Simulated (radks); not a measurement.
Question: All-electron atom: Se XXXIV in 1s1. All-electron calculation, scalar-relativistic Kohn-Sham, PBE, spin-unpolarised, spherical densities, point nucleus; without spin polarisation the odd electron is poorly described. Program: a radial shooting solver on a logarithmic mesh with Libxc functionals. Some entries of the table are withheld. Estimate them.

orbital,occ.,eigenvalue (eV),r(max) (bohr)
1s,1,(1),0.02851
2s,0,-3864.873,0.1516
2p,0,(2),(3)

Answer: 
(1) 1s eigenvalue (eV): -15691.83
(2) 2p eigenvalue (eV): -3803.923
(3) 2p r(max) (bohr): 0.1174
